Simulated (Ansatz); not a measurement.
Consider the cleavage of the Al–Si bond: `[OH][Al]([OH])[SiH3]` + H₂Se → `[OH][Al]([OH])[SeH]` + SiH₄.

Gas-phase electronic energies from Ansatz, PBE0-D4/def2-TZVP geometries. CCSD(T)/CBS is the MP2 limit (def2-TZVPP, def2-QZVPP) plus CCSD(T) − MP2 in def2-TZVPP, frozen cores. This one scheme is used for every species. Functionals use def2-TZVPP. For Se outer-core shells are correlated without core-valence functions, which leaves a few kJ/mol of doubt a bond. Scalar relativity is left out up to krypton. One conformer a species, not always the lowest.

```json
{"level": "LDA (SPW92)", "ΔE (kcal/mol)": "-21.5"}
{"level": "HF/CBS(def2)", "ΔE (kcal/mol)": "-28.4"}
```

Task: What does CCSD(T)/CBS give? (Estimate.)

Result: Ansatz gave: -25.9 kcal/mol. The listed levels differ from it by 4.4, -2.5 kcal/mol.

Largest T1 diagnostic among the species: 0.013.

At CCSD(T), def2-SVP lies +2.1 kcal/mol from the extrapolated value and def2-TZVPP +0.5 kcal/mol. Leaving LDA and LC-ωPBE aside and taking each functional with its dispersion term where it has one, the values, not all of them listed here, spread over 4.4 kcal/mol, from BHLYP-D4 to PBE-D4. From BLYP to BHLYP (50 % exact exchange), in def2-TZVPP and without D4, ΔE moves by −3.1 kcal/mol.
